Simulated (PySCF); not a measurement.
Molecule: SMILES Cl[SiH2][SeH], singlet. Atoms near the plane z = 0.8 Å, at the PBE0/def2-SVP optimised geometry (x, y, z in Å): Cl1 (1.5, -0.7, 0.0), Si2 (-0.6, -0.7, 0.0), Se3 (-1.5, 1.4, 0.0), H5 (-1.1, -1.3, 1.3).

Method: PBE0/def2-TZVP in PySCF. The values are rescaled to run from 0 to 1.

```
|0000001122222110000000000000000|
|0000123345555431000000000000000|
|0001245667777653200000000000000|
|0023456778888775310000000000000|
|0135677888898887531000000000000|
|1356788888999987641000000000000|
|2467888888999988641000000000000|
|3567888877889988630000000000000|
|3678888755788887510000000000000|
|4678887644678876300000000000000|
|4677887644677775200000111000000|
|3567777655677753100012333210000|
|2456666555666642000135555321000|
|1345555555566531002466776532000|
|1123333334455421124678887653100|
|0011111123343221235788888753100|
|0000000123443222356788988764200|
|0000000246763222357788998864210|
|0000002479985333357788998864210|
|0000014799998753356788988764210|
|0000026999999973236788888764200|
|0000137999999973125678887753100|
|0000147999999972113577777642100|
|0000036899999851002456666431000|
|0000024789998731001245554321000|
|0000002467887410000123332110000|
|0000000234543100000011111000000|
|0000000011111000000000000000000|
|0000000000000000000000000000000|
|0000000000000000000000000000000|
|0000000000000000000000000000000|
```
Scale: ten equal steps from 0.000 (start of '0') to 1.00 (end of '9'), in the order '0123456789'; x runs from -3.50 to 3.50, y from -3.50 (bottom) to 3.50 (top).

### Question
Which quantity is mapped?
A. deformation density (molecule minus spherical neutral atoms)
B. electron localisation function
C. an orbital amplitude
D. Laplacian of the electron density

### Answer
B, electron localisation function
